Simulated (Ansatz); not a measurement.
CH$_{6}$BNOSSi (`N[Si]1(S)CBO1`), 12 atoms. The species carries charge 0 and has multiplicity 1. All runs use 4 threads of an Arm Neoverse V2 on a shared host. Correlated methods freeze the cores.

Problem. How many basis functions does each run have, and how long does it take in Ansatz? RKS PBE0-D4/def2-TZVP frequencies; RHF-CCSD(T)/def2-SVP energy; RKS r2SCAN0-D4/def2-TZVPP energy; RKS PBE0-D4/def2-TZVP relaxation (11 steps); RKS ωB97M-V/def2-SVP energy; direct RPA on PBE orbitals/def2-TZVPP energy; RKS ωB97M-V/def2-QZVPP energy; RKS PBE0-D4/def2-QZVPP energy; RKS revPBE-D4/def2-TZVPP energy; RHF-MP2/def2-QZVPP energy; RKS CAM-B3LYP-D4/def2-TZVPP energy; RHF-CCSD(T)/def2-TZVPP energy. (Best estimate.)

Solution. Ansatz gave: Other jobs shared the machine, so times are rough.

```csv
level,job,functions,wall time,peak host memory (GiB)
RKS revPBE-D4/def2-TZVPP,energy,292,3.2 s,0.46
RKS ωB97M-V/def2-SVP,energy,122,6 s,0.53
RKS CAM-B3LYP-D4/def2-TZVPP,energy,292,6 s,1
RKS r2SCAN0-D4/def2-TZVPP,energy,292,8.5 s,0.94
direct RPA on PBE orbitals/def2-TZVPP,energy,292,9 s,0.83
RHF-CCSD(T)/def2-SVP,energy,122,11 s,0.68
RKS PBE0-D4/def2-QZVPP,energy,548,15 s,2.5
RKS ωB97M-V/def2-QZVPP,energy,548,34 s,2.7
RHF-MP2/def2-QZVPP,energy,548,38 s,4.2
RKS PBE0-D4/def2-TZVP,relaxation (11 steps),234,67 s,0.74
RKS PBE0-D4/def2-TZVP,frequencies,234,4.5 min,0.75
RHF-CCSD(T)/def2-TZVPP,energy,292,6.3 min,9.2
```
